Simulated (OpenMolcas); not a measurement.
Au5+ among 2 point charges of -1 e arranged as a linear pair (D∞h).

```yaml
Program: OpenMolcas 26.06
Method: CASSCF
Basis: ANO-RCC-VDZP [7s6p4d2f]
Scalar_Hamiltonian: DKH2, point nucleus
Active_space: 6 electrons in 5 orbitals (5d)
State_averaging: 2S+1 = 5 even, 5 roots; 2S+1 = 3 even, 45 roots; 2S+1 = 1 even, 50 roots
Spin-orbit_coupling: RASSI with atomic mean-field integrals over the reference wave functions
```

All point charges move together. At R = 1.96 Å the first state of the same spin is 6053 cm-1, and at R = 2.19 Å it is 4497 cm-1.

Task: A third run gives 5304 cm-1. What distance was it run at?

Result: With a power law R^-n the two known points give n = -ln(4497 / 6053) / ln(2.19 / 1.96) = 2.68. Then R = 1.96 × (6053 / 5304)^(1/2.68) = 2.059 Å. The run was at 2.06 Å, so the estimate is off by -0.001 Å.

Without dynamic correlation the repulsion within the d shell is too large (B by tens of per cent), so at a given field states of lower spin stand too high. Point charges give a weaker field than real ligands, and real ions of this kind are as a rule low spin; the high spin found here belongs to the model. Point charges carry no covalency, so the field is a model and not that of real ligands. No measured value stands beside these numbers.
